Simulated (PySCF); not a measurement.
BaCl2, charge -1, doublet, geometry from GFN2-xTB (such geometries of metal compounds can be far from the true shape) (a state made from the parent by changing its charge; the spin is typed, not shown lowest) (core potentials on Ba). Base run: PySCF with CAMB3LYP/def2-SVP.

Input for PySCF:
```python
from pyscf import gto, scf, dft

mol = gto.M(
    atom='''
Ba    0.003386    0.004122    0.004676
Cl    1.854846    0.443651   -1.752226
Cl   -1.866002   -0.457230    1.736823
''',
    basis='def2-svp',
    ecp={'Ba': 'def2-svp'},
    charge=-1,
    spin=1,
    verbose=4,
)

mf = dft.UKS(mol)
mf.xc = 'camb3lyp'
mf.kernel()
mf.analyze()
```

The base run was repeated with changes; each row names its change, and settings that it needs were set with it.

```csv
change,ΔE vs base (mEh),fitting functions,outcome
base,0.000,-,converged
auxbasis = autoaux,-0.008,576,converged
auxbasis = def2-universal-jfit,791.5,158,converged
auxbasis = cc-pvtz-ri,-,-,input refused
auxbasis = cc-pvdz-jkfit,-,-,input refused
auxbasis = cc-pvqz-jkfit,-,-,input refused
auxbasis = def2-universal-jkfit,-0.016,386,converged
auxbasis = def2-svp-ri,-,-,input refused
auxbasis = even-tempered beta=2.0,-0.953,479,converged
auxbasis = even-tempered beta=3.0,-33.058,329,converged
```

A fitting set is made for a task (jfit for Coulomb, jkfit for Coulomb and exchange, ri for correlation) and for a family of orbital bases.

Open shells are given as the SCF converged; they aren't shown to be the lowest states, and a large step between rows can be another state.

- auxbasis = cc-pvtz-ri: ended with `pyscf.lib.exceptions.BasisNotFoundError: Basis set not found for Ba in cc-pvtz-ri`
- auxbasis = cc-pvdz-jkfit: ended with `pyscf.lib.exceptions.BasisNotFoundError: Basis set not found for Ba in cc-pvdz-jkfit`
- auxbasis = cc-pvqz-jkfit: ended with `pyscf.lib.exceptions.BasisNotFoundError: Basis set not found for Ba in cc-pvqz-jkfit`
